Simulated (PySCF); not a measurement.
Converging CdF in the basis (MP2)

PySCF, UHF reference; doublet, unpaired electrons σ ↑; De to Cd + F without counterpoise correction. Frozen cores follow the default of each basis and core potential.

```tsv
basis	relativity	functions	Re (Å)	ωe (cm⁻¹)	De (eV)	frozen orbitals
def2-SVP	scalar-relativistic core potentials	45	1.974	578	2.32	1
def2-SVPD	scalar-relativistic core potentials	57	2.006	526	2.94	1
def2-TZVPP	scalar-relativistic core potentials	87	1.972	537	2.45	1
```

Question: How does each smaller set differ from the one with most functions, def2-TZVPP?

Answer: def2-SVP: +0.2 pm, +7.6 % in ωe, -0.13 eV in De; def2-SVPD: +3.4 pm, -2.0 % in ωe, +0.49 eV in De. All at MP2; the set with most functions is neither the basis-set limit nor always the best.

Correlated steps freeze 1 core orbital. Correlated levels converge slowly with the basis: in double zeta they bind strong bonds too weakly, by up to about 1 eV, and carry superposition errors of some tenths. Spin–orbit coupling is left out. The state was picked by a PBE0 search and need not be the measured ground state.
